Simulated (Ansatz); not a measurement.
Ansatz (an electronic-structure program) input (CCSD(T)/def2-TZVPPD):
A basis named .json is the Basis Set Exchange file of that set.

Ansatz 0.2 input:
```yaml
crystal:
  periodic: [false, false, false]
  atoms:
    - {symbol: Cl, position_ang: [-0.00000000, -0.00000000, -1.39210320]}
    - {symbol: Br, position_ang: [0.00000000, 0.00000000, 0.67616441]}
basis:
  gaussian:
    orbitals: def2-TZVPPD.json
total_charge: 1
magnetization: {spin_polarized: true, initial_magnetization: 1}
correlation: {method: ccsd_t, electrons: outside_noble_gas}
```

Output:

```
Functional definition: HF
integrals: 0.22 GiB planned
662 factors; integrals over basis functions are off by at most 9.0e-4 eV
mean field: 0.44 GiB planned
mean field evaluation 1: about -82491.0279 eV, gradient 1.0e1 eV
mean field evaluation 2: about -82491.1991 eV, gradient 1.0e1 eV
mean field evaluation 4: about -82491.8393 eV, gradient 1.9e0 eV
mean field evaluation 8: about -82491.8895 eV, gradient 3.7e-1 eV
mean field evaluation 16: about -82491.9100 eV, gradient 3.0e-6 eV
mean field evaluation 32: about -82491.8841 eV, gradient 1.2e0 eV
mean field evaluation 64: about -82491.9099 eV, gradient 3.9e-2 eV
mean field evaluation 96: about -82488.8706 eV, gradient 8.9e-3 eV
mean field evaluation 128: about -82488.8706 eV, gradient 1.8e-2 eV
mean field evaluation 160: about -82488.3924 eV, gradient 9.9e-1 eV
mean field evaluation 192: about -82488.4103 eV, gradient 2.7e-3 eV
mean field evaluation 224: about -82488.4085 eV, gradient 2.8e0 eV
mean field -82491.90997501 eV, -3031.5217765569 hartree, gradient 2.3e-6 eV, S^2 0.767050; 4 other end points of the search recorded, 0 dependent functions left out
determinant -82491.90997501 eV, -3031.5217765569 hartree, with singles and doubles -82501.84309529 eV, -3031.8868119942 hartree
determinant -82488.87062438 eV, -3031.4100824813 hartree, with singles and doubles -82498.39588329 eV, -3031.7601292898 hartree
determinant -82488.41029775 eV, -3031.3931657898 hartree, with singles and doubles -82498.46146812 eV, -3031.7625394879 hartree
19 core orbitals not correlated
reference -82491.90997501 eV, -3031.5217765569 hartree; 7, 6 occupied and 82, 83 virtual orbitals, 662 factors
second order -8.97086724 eV of doubles, -0.00000000 eV of singles
coupled cluster: 0.44 GiB planned
cycle   1  -9.88397845 eV  change   -3.4e-1 eV  update   1.6e-2
cycle   2  -9.90160399 eV  change   -1.8e-2 eV  update   4.4e-3
cycle   3  -9.90250624 eV  change   -9.0e-4 eV  update   2.3e-3
cycle   4  -9.90488871 eV  change   -2.4e-3 eV  update   1.5e-3
cycle   5  -9.90664407 eV  change   -1.8e-3 eV  update   8.5e-4
cycle   6  -9.90713894 eV  change   -4.9e-4 eV  update   2.5e-4
cycle   7  -9.90725966 eV  change   -1.2e-4 eV  update   6.4e-5
cycle   8  -9.90726896 eV  change   -9.3e-6 eV  update   1.9e-5
cycle   9  -9.90726475 eV  change    4.2e-6 eV  update   7.2e-6
perturbative correction -0.48648146 eV, -0.0178778640 hartree
Total energy: -82502.30372122 eV, -3031.9037396850 hartree
```
